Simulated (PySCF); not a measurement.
A calculated (r2SCAN, PySCF 2.14, aug-cc-pCVQZ-DK, the spin-free X2C one-electron Hamiltonian (Gaussian nucleus)) atom or ion has these occupied shells.

| shell | electrons | orbital energy (eV) | rms radius, mean of both spins (bohr) |
| --- | --- | --- | --- |
| 1s α | 1 | -335.86 | 0.312 |
| 1s β | 1 | -334.95 | 0.312 |
| 2s α | 1 | -58.088 | 1.38 |

(1) Name the element and its charge.

Answers

(1) C(3+) (carbon, charge +3), in [He] 2s1, 2S determinant.
